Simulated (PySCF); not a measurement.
# Magnetic susceptibility: SMILES CC(=O)c1nnc(C#N)o1, C5H3N3O2

Molfile (atoms numbered from 1):
```
C5H3N3O2
     RDKit          3D

 13 13  0  0  0  0  0  0  0  0999 V2000
   -2.4347    0.0331   -0.2248 C   0  0  0  0  0  0  0  0  0  0  0  0
   -1.2136    0.8934   -0.1647 C   0  0  0  0  0  0  0  0  0  0  0  0
   -1.1923    2.0937   -0.2341 O   0  0  0  0  0  0  0  0  0  0  0  0
    0.0405    0.1088   -0.0038 C   0  0  0  0  0  0  0  0  0  0  0  0
    0.1421   -1.1899    0.0799 N   0  0  0  0  0  0  0  0  0  0  0  0
    1.4264   -1.4844    0.2138 N   0  0  0  0  0  0  0  0  0  0  0  0
    2.0770   -0.3496    0.2082 C   0  0  0  0  0  0  0  0  0  0  0  0
    3.4728   -0.1821    0.3264 C   0  0  0  0  0  0  0  0  0  0  0  0
    4.6044   -0.0495    0.4227 N   0  0  0  0  0  0  0  0  0  0  0  0
    1.2462    0.6972    0.0725 O   0  0  0  0  0  0  0  0  0  0  0  0
   -3.3182    0.6532   -0.3441 H   0  0  0  0  0  0  0  0  0  0  0  0
   -2.3470   -0.6647   -1.0547 H   0  0  0  0  0  0  0  0  0  0  0  0
   -2.5079   -0.5588    0.6851 H   0  0  0  0  0  0  0  0  0  0  0  0
  1  2  1  0
  2  3  2  0
  2  4  1  0
  4  5  2  0
  5  6  1  0
  6  7  2  0
  7  8  1  0
  8  9  3  0
  7 10  1  0
 10  4  1  0
  1 11  1  0
  1 12  1  0
  1 13  1  0
M  END
```

Computed with GIAO HF/pcSseg-1 magnetisability, rotational g tensor and spin-rotation constants, non-relativistic, gas phase (PySCF). Geometry: GFN2-xTB.

Problem. How diamagnetic is it, and how anisotropic?

Solution. Isotropic -1092 × 10⁻³⁰ J/T², or -65.8 × 10⁻⁶ cm³/mol; principal values -1609, -936, -730 × 10⁻³⁰ J/T², anisotropy 797 × 10⁻³⁰ J/T² (root of half the summed squared differences of the principal values). The susceptibility is in cgs units.

Problem. Split it along the inertial axes a, b, c into diamagnetic and paramagnetic parts about the centre of mass, with the quadrupole moment.

Solution. 
```tsv
axis	χ (10⁻⁶ cm³/mol)	diamagnetic (10⁻⁶ cm³/mol)	paramagnetic (10⁻⁶ cm³/mol)	summed x² of all electrons (Å²)	quadrupole Θ (D Å)
a	-54.1	-376.4	322.3	346.7	-4.32
b	-46.2	-1525.2	1479.0	75.9	-8.20
c	-96.9	-1793.2	1696.3	12.8	+12.51
```
Anisotropies 2χaa − χbb − χcc = +34.8 and 2χbb − χaa − χcc = +58.7 × 10⁻⁶ cm³/mol. Θ is traceless in Buckingham's convention.

Problem. And the rotational g tensor?

Solution. 
| axis | rotational constant (GHz) | g | nuclear part | electronic part |
| --- | --- | --- | --- | --- |
| a | 4.1556 | -0.1045 | 0.5247 | -0.6292 |
| b | 0.7978 | -0.0222 | 0.5322 | -0.5544 |
| c | 0.6721 | -0.0065 | 0.5291 | -0.5356 |

Asymmetric top; isotopes 12C, 1H, 14N, 16O; no vibrational averaging.
